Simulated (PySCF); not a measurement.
1,3-dibromopropa-1,2-diene (C3H2Br2), SMILES BrC=C=CBr.

Geometry optimised at B3LYP-D3(BJ)/def2-SVP.

Level of theory: PBE/def2-TZVP (PySCF).

Symmetry labels are those of the subgroup C2 that the program uses (full group C2).

Computed valence orbital energies around the gap with their symmetry:
```
orbital  symmetry  energy (eV)
-------  --------  -----------
HOMO−7          A       -11.08
HOMO−6          B       -10.96
HOMO−5          A        -8.60
HOMO−4          B        -8.60
HOMO−3          A        -7.29
HOMO−2          B        -7.22
HOMO−1          A        -6.52
HOMO            B        -6.51
LUMO            A        -2.40
LUMO+1          B        -2.34
LUMO+2          A        -0.35
LUMO+3          B        -0.10
```
